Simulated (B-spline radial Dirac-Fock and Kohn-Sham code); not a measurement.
# Ge 2p3/2: cross section and angular parameters

System: neutral germanium, configuration [Ar] 3d10 4s2 4p2; threshold 1217.0 eV (tabulated edge). Model: Dirac-Hartree-Slater photoionisation with a Latter tail; cross sections with all multipoles, angular parameters from the dipole term and its interference with E2. Program: a B-spline atomic structure program.

For linearly polarised light dσ/dΩ = σ/(4π) [1 + β P₂(cos θ) + (δ + γ cos²θ) sin θ cos φ], with θ from the polarisation vector and φ the angle between the beam and the projection of the electron momentum on the plane normal to the polarisation.

```tsv
hν (eV)	σ (kb)	β	γ	δ
1486.9	325	1.274	-0.113	0.011
1610	265	1.361	-0.050	0.016
2350	96.4	1.469	0.323	0.031
2830	57.0	1.450	0.506	0.038
2984.4	48.9	1.441	0.557	0.040
3270	37.5	1.421	0.644	0.045
4000	20.6	1.363	0.830	0.057
4040	20.0	1.360	0.839	0.058
5130	9.61	1.271	1.044	0.077
5290	8.74	1.259	1.069	0.080
5414.7	8.12	1.249	1.088	0.083
5750	6.73	1.223	1.137	0.089
6150	5.44	1.194	1.191	0.096
7290	3.15	1.115	1.319	0.118
8240	2.12	1.055	1.404	0.136
9251.7	1.45	0.997	1.479	0.155
9260	1.44	0.997	1.479	0.155
11600	?	?	?	?
13500	0.405	0.802	1.692	0.231
```

Q: Give the values at 11600 eV.

A: σ = 0.679 kb, β = 0.881, γ = 1.612, δ = 0.198.

Values without a named source are computed, but for edge energies of neutral atoms, which are taken from tables.
